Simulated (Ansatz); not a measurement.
Reaction (ligand exchange at the Si–C bond): `OC(O)=C[SiH3]` + `O[SiH2][SiH3]` → `[SiH3]O[SiH2][SiH3]` + `C=C(O)O`

Program: Ansatz. Geometries: PBE0-D4/def2-TZVP. ΔE: electronic, gas phase. CCSD(T)/CBS is the MP2 limit (def2-TZVPP, def2-QZVPP) plus CCSD(T) − MP2 in def2-TZVPP, frozen cores. DFT in def2-TZVPP. One conformer a species, not always the lowest.

```json
{"species": "`OC(O)=C[SiH3]`", "r2SCANh energy (Eh)": "-519.69082"}
{"species": "`O[SiH2][SiH3]`", "r2SCANh energy (Eh)": "-657.79869"}
{"species": "`[SiH3]O[SiH2][SiH3]`", "r2SCANh energy (Eh)": "-948.51154"}
{"species": "`C=C(O)O`", "r2SCANh energy (Eh)": "-229.01082"}
```

Problem. Work out ΔE.

Solution. ΔE = (-948.51154) + (-229.01082) − (-519.69082) − (-657.79869) = -0.03285 Eh = -86.2 kJ/mol. CCSD(T)/CBS gives -91.3 kJ/mol.

Largest T1 diagnostic among the species: 0.013.

From PBE to PBE0 (25 % exact exchange), in def2-TZVPP and without D4, ΔE moves by −6.3 kJ/mol. Leaving LDA and LC-ωPBE aside and taking each functional with its dispersion term where it has one, the values, not all of them listed here, spread over 28.0 kJ/mol, from BHLYP-D4 to revPBE-D4. In def2-TZVPP, CCSD(T) changes the Hartree–Fock value by +19.5 kJ/mol (the triples alone add +3.6 kJ/mol) and MP2 by +20.2 kJ/mol.
